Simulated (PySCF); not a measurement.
**Mayer bond orders and bond lengths**

CH10SSi3.
Atom-mapped SMILES: `[CH3:1][S:2][SiH2:3][SiH2:4][SiH3:5]` (hydrogens: H6, H7, H8 on C1; H9, H10 on Si3; H11, H12 on Si4; H13, H14, H15 on Si5)

Geometry (GFN2-xTB, Å), atoms numbered from 1 in this order:
```
atom  x, y, z in Å
C1    -2.830   -0.478    0.504
S2    -1.958    1.081    0.842
Si3   -0.632    1.126   -0.857
Si4    0.921   -0.599   -0.738
Si5    3.062    0.021   -0.103
H6    -3.533   -0.631    1.316
H7    -2.120   -1.299    0.468
H8    -3.365   -0.398   -0.437
H9    -1.525    1.126   -2.019
H10   -0.074    2.467   -0.728
H11    0.927   -1.269   -2.051
H12    0.417   -1.656    0.160
H13    3.704   -0.961    0.774
H14    3.937    0.177   -1.267
H15    3.066    1.302    0.608
```

Bond orders from the PBE0/pcSseg-1 density (PySCF). The structure is a single GFN2-xTB conformer in the gas phase; no vibrational or solvent corrections. GFN2-xTB frequencies show an imaginary mode (35i cm⁻¹), so this geometry is no minimum at that level.

(1) Where do the orders between heavy atoms depart from those drawn in the SMILES?

(2) Set the Mayer orders of the bonds between heavy atoms beside their lengths.

## Answers

(1) The largest departure is 0.159, at Si3–Si4 (drawn single, 0.841). Drawn single, order below 0.88: Si3–Si4 (0.841).

(2) 
```json
{"bond": "C1–S2", "drawn as": "single", "length (Å)": "1.818", "Mayer order": "0.996"}
{"bond": "S2–Si3", "drawn as": "single", "length (Å)": "2.156", "Mayer order": "0.950"}
{"bond": "Si3–Si4", "drawn as": "single", "length (Å)": "2.324", "Mayer order": "0.841"}
{"bond": "Si4–Si5", "drawn as": "single", "length (Å)": "2.318", "Mayer order": "0.888"}
```

By pair of heavy elements: Si–Si: lowest Si3–Si4 (0.841, 2.324 Å), highest Si4–Si5 (0.888, 2.318 Å).

Problem. And the bonds to hydrogen?

Solution. C–H: 0.94 to 0.96 (3 bonds); H–Si: 0.92 to 0.94 (7 bonds).

Problem. Sum the orders of all bonds at each heavy atom with more than one neighbour and set the sums beside the valence in the SMILES.

Solution. C1 3.850 (drawn 4), S2 1.946 (drawn 2), Si3 3.655 (drawn 4), Si4 3.578 (drawn 4), Si5 3.699 (drawn 4). Orders between atoms that aren't bonded are not in these sums.

For a closed shell the Mayer order of atoms A and B is Σ (PS)μν (PS)νμ over the basis functions μ on A and ν on B, with P the density and S the overlap matrix.

The run behind these numbers computed NMR shieldings as well. On one thread of an Arm Neoverse N1, on a shared host, this took 35 s and 0.82 GiB of memory at its peak.
